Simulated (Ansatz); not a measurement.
CH₈B₂SSi (`BSCB[SiH3]`), relaxed with RKS PBE-D4/def2-SVP in Ansatz from a rough embedded geometry. The force threshold is 0.03 eV/Å; the program also tests the step.

Charge 0, multiplicity 1.

Start:

```xyz
13

B     1.321   -1.785    1.867
S    -0.236   -1.237    1.060
C     0.416    0.416    0.610
B    -0.662    1.173   -0.296
Si   -1.264    0.614   -1.995
H     2.218   -2.329    1.317
H     1.516   -1.551    3.046
H     1.345    0.269   -0.087
H     0.679    0.928    1.504
H    -1.125    2.185    0.208
H    -2.259    1.527   -2.515
H    -0.095    0.505   -2.894
H    -1.853   -0.715   -1.823
```

(1) How much energy does the relaxation release, and in how many steps? (Estimate.)

(2) Which bonds change most? (Best estimate.)

(3) Give the relaxed structure. (An estimate is asked.)

Results:

(1) Computed: 35.59 kcal/mol, in 45 steps, 4 of them rejected.

(2) The calculation gave: B4–Si5 from 1.887 to 2.027 Å; B1–S2 from 1.837 to 1.764 Å; Si5–H11 from 1.447 to 1.506 Å; C3–H8 from 1.171 to 1.119 Å.

(3) Computed: 
```xyz
13

B     1.231   -1.912    1.547
S     1.355   -0.887    0.117
C     0.671    0.752    0.619
B    -0.555    1.292   -0.190
Si   -1.333    0.384   -1.826
H     1.616   -3.053    1.402
H     0.789   -1.484    2.595
H     1.478    1.515    0.488
H     0.468    0.749    1.713
H    -1.053    2.322    0.238
H    -2.287    1.260   -2.595
H    -0.273   -0.118   -2.772
H    -2.107   -0.819   -1.335
```
